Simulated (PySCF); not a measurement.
C₃H₃, doublet (typed; the unrestricted solution is spin-contaminated), at a GFN2-xTB geometry. Base run: MP2/def2-SVP in PySCF.

PySCF was given this input:
```python
from pyscf import gto, scf, mp

mol = gto.M(
    atom='''
C    -0.838092   -0.531368    0.745380
C     0.074855    0.047460   -0.066575
C     0.898241    0.569503   -0.798875
H    -0.839742   -0.327962    1.800851
H    -1.576441   -1.203947    0.348046
H     1.606158    1.018337   -1.428479
''',
    basis='def2-svp',
    charge=0,
    spin=1,
    verbose=4,
)

mf = scf.UHF(mol)
mf.kernel()

pt = mp.MP2(mf)
pt.kernel()
print('E(MP2) = %.10f' % pt.e_tot)
```

The base run was repeated with changes; each row names its change, and settings that it needs were set with it.

| change | ΔE vs base (kcal/mol) | MP2 correlation (Eh) | basis functions | core-seconds (rough) |
|---|---|---|---|---|
| base | 0.000 | -0.35433 | 57 | 0.9 |
| density fitting = JK and correlation | -0.040 | -0.35442 | 57 | 0.5 |
| method = ccsd | -25.54 | -0.35433 | 57 | 9 |
| frozen = 2 | 4.23 | -0.34758 | 57 | 0.7 |
| frozen = 4 | 40.18 | -0.29030 | 57 | 0.7 |
| cart = on | -14.34 | -0.36800 | 60 | 0.8 |
| frozen = 3 | 5.61 | -0.34539 | 57 | 0.7 |
| method = ccsd(t) | -34.93 | -0.35433 | 57 | 20 |
| method = cisd | 1.94 | - | 57 | 4 |

Open shells are given as the SCF converged; they aren't shown to be the lowest states, and a large step between rows can be another state.
